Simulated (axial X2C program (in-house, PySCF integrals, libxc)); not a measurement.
# Levels of TiN by electron attachment to TiN⁺ (EOM-EA-CCSD)

Computed with an axial X2C code built on PySCF integrals: two-component X2C with atomic mean-field Coulomb and Gaunt terms, Gaussian nuclei, basis Ti dyall-acv3z, N dyall-av3z with contracted cores.

R = 1.612 Å (1.045 times 1.543 Å, the PBE0 minimum at charge 0 for the lowest determinant).

Levels of TiN obtained by attaching an electron to TiN⁺:

```
  Ω  binding energy (eV)  above lowest (cm⁻¹)                 attached spinor  one-particle weight
1/2                6.885                    0  59% Ti sσ, 15% Ti pσ, 14% N pσ                 0.97
3/2                5.707                 9502                       96% Ti dδ                 0.94
5/2                5.682                 9701                       96% Ti dδ                 0.94
1/2                4.750                17219  55% Ti pπ, 29% Ti dπ, 14% N pπ                 0.97
3/2                4.729                17385  55% Ti pπ, 29% Ti dπ, 14% N pπ                 0.97
1/2                3.730                25441  38% Ti dσ, 36% Ti pσ, 17% N pσ                 0.97
1/2                2.241                37456             82% Ti sσ, 9% Ti pσ                 0.99
1/2                2.084                38722  56% Ti pπ, 31% Ti dπ, 10% N pπ                 0.97
3/2                2.076                38788  56% Ti pπ, 31% Ti dπ, 10% N pπ                 0.97
```

(1) What is the splitting of the first π pair in the table, and is it regular or inverted?

This point took 42 s on 1 thread of Intel(R) Xeon(R) Processor @ 2.30GHz, on a shared host.

Reference electrons by ω block (each with its −ω partner): 1/2: 11, 3/2: 3. 16 electrons of TiN⁺ correlated (inner shells frozen), 92 natural virtual spinors (a truncated set); levels can be off by some tenths of an eV. Roots sought by Ω: (1/2: 5, 3/2: 4, 5/2: 2, 7/2: 1); rows need 60 % one-particle weight and stop where some Ω has no more roots. Missing are any skipped roots, higher Ω and states of a further excitation; these come out far too high here and may in truth be low or lowest. T1 of the reference 0.039 (Lee–Taylor). The reference was not checked to be the lowest state of its species. Number of frozen shells: Ti 2 s, 1 p; N 1 s. Large amplitudes in the reference (orbital relaxation or multireference character) lower the reliability.

## Answers

(1) E(3/2) − E(1/2) = 17385 − 17219 = 166 cm⁻¹ at EOM-EA-CCSD: regular, Ω = 1/2 lower. Splittings at this level can be off by ten to twenty per cent.
